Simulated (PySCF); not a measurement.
# Distorted geometries of [La(H2S)]3+

[La(H2S)]3+ (singlet). PySCF 2.14.0, RKS B3LYP, La lcecp-1-SVP with ECP46, S def2-SVP, H def2-SVP; non-relativistic Hamiltonian with scalar-relativistic core potentials where named; density fitting; no spin-orbit coupling. Relaxed geometry:

```xyz
4

La    0.0000    0.0049   -0.5504
S     0.0000   -0.0158    2.3933
H     1.0393    0.7380    2.8920
H    -1.0393    0.7380    2.8920
```

**Question.** Order these distorted geometries by energy above the relaxed one, lowest first.
A.
```xyz
4

La    0.0170   -0.1058   -0.6752
S     0.1262    0.0956    2.3324
H     0.9328    0.7448    2.8836
H    -1.0759    0.7304    3.0860
```
B.
```xyz
4

La    0.0274   -0.0177   -0.5034
S    -0.0521    0.0471    2.3200
H     1.0875    0.7154    2.8554
H    -1.0629    0.7202    2.9548
```
C.
```xyz
4

La   -0.1008   -0.1414   -0.4566
S     0.2453   -0.0336    2.5553
H     0.9159    0.7584    2.8008
H    -1.0604    0.8816    2.7274
```

**Answer.** B (0.06 eV), A (1.02 eV), C (2.52 eV).

**Question.** Which forces (eV/Å) act in the one that lies 0.06 eV up?

**Answer.** 
```
La  -0.05 -0.01 -0.50
S    1.02  0.25  0.66
H   -0.81 -0.41 -0.23
H   -0.16  0.17  0.07
```
Forces carry noise of the integration grid, about 0.01 to 0.03 eV/Å.
